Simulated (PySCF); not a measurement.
Q: What does the PBE0-D3(BJ)/def2-SVP structure of `n1ccc(n1C1CC1)OC` look like in three dimensions?

A: 
```
atom  x, y, z in Å
C1     2.831   -1.080    0.663
O2     1.440   -1.002    0.482
C3     0.966    0.195    0.129
C4     1.558    1.427   -0.111
C5     0.459    2.251   -0.442
N6    -0.687    1.594   -0.411
N7    -0.366    0.343   -0.057
C8    -1.356   -0.685    0.045
C9    -2.758   -0.313    0.400
C10   -2.431   -0.773   -0.993
H11    3.059   -2.115    0.949
H12    3.369   -0.833   -0.268
H13    3.169   -0.399    1.463
H14    2.611    1.689   -0.051
H15    0.470    3.309   -0.703
H16   -0.922   -1.602    0.448
H17   -2.945    0.755    0.532
H18   -3.311   -0.979    1.066
H19   -2.406   -0.003   -1.769
H20   -2.753   -1.764   -1.321
```

Orientation and origin are arbitrary. Atoms count from 1 in this order. The 5 C–C bonds span 1.387 Å (C3–C4, aromatic) to 1.503 Å (C9–C10, drawn single), a spread of 0.116 Å. The 5-membered ring C3–C4–C5–N6–N7 has internal angles of 103.1° to 112.3°; it is planar, 0.00 Å rms from its mean plane, widest ring torsion 0°. N7 (pyrrole-type nitrogen) is planar (angles 126.4°, 121.6° and 112.0°, sum 360.0°, 0.02 Å off the plane of its three neighbours). The 3 C–N bonds span 1.322 Å (C5–N6, aromatic) to 1.430 Å (N7–C8, drawn single), a spread of 0.108 Å.

Bonds between heavy atoms (Å): C1–O2 1.405, O2–C3 1.335, C3–C4 1.387, C4–C5 1.413, C5–N6 1.322, N6–N7 1.339, N7–C8 1.430, C8–C9 1.493, C9–C10 1.503, C3–N7 1.353, C8–C10 1.497.

Computed with PBE0-D3(BJ)/def2-SVP geometry optimisation, gas phase (PySCF).

Point group: near Cs, missed by 0.34 Å at most; the miss may be what the optimiser left on a soft mode. Whether it is a minimum is left open (no frequencies). The numbers are those of one conformer (C1–O2–C3–C4 0°, N6–N7–C8–C9 -29°).
